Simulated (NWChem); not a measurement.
C$_{3}$H$_{4}$BFO; SMILES CC#CB(O)F

```xyz
10

C     -0.0327     3.0170     0.0074
C     -0.0110     1.5669    -0.0115
C      0.0100     0.3493    -0.0249
B      0.0261    -1.1768    -0.0440
O      1.1644    -1.8639     0.1785
F     -1.1029    -1.8539    -0.2845
H      0.0255     3.3918     1.0415
H     -0.9568     3.4099    -0.4441
H      0.8241     3.4311    -0.5467
H      1.0265    -2.8174     0.1365
```
Atoms are numbered in this order, from 1.

Program: NWChem. Coordinates come from a PBE0/def2-SVP optimisation. Atomic charges in e: unrestrained fits to the electrostatic potential beside Mulliken populations; buried atoms are poorly determined by the fit.

### Question
What does the run give for B3LYP/def2-SVP? Quantities: ESP C1; Mulliken C1; ESP C2; Mulliken C2; ESP C3; Mulliken C3; ESP B4; Mulliken B4; ESP O5; Mulliken O5; relative RMS misfit of the potential (%).

### Answer
```json
{
 "ESP C1": "-0.02",
 "Mulliken C1": "0.08",
 "ESP C2": "0.08",
 "Mulliken C2": "0.18",
 "ESP C3": "-0.46",
 "Mulliken C3": "-0.35",
 "ESP B4": "0.85",
 "Mulliken B4": "-0.02",
 "ESP O5": "-0.64",
 "Mulliken O5": "-0.10",
 "relative RMS misfit of the potential (%)": "24"
}
```
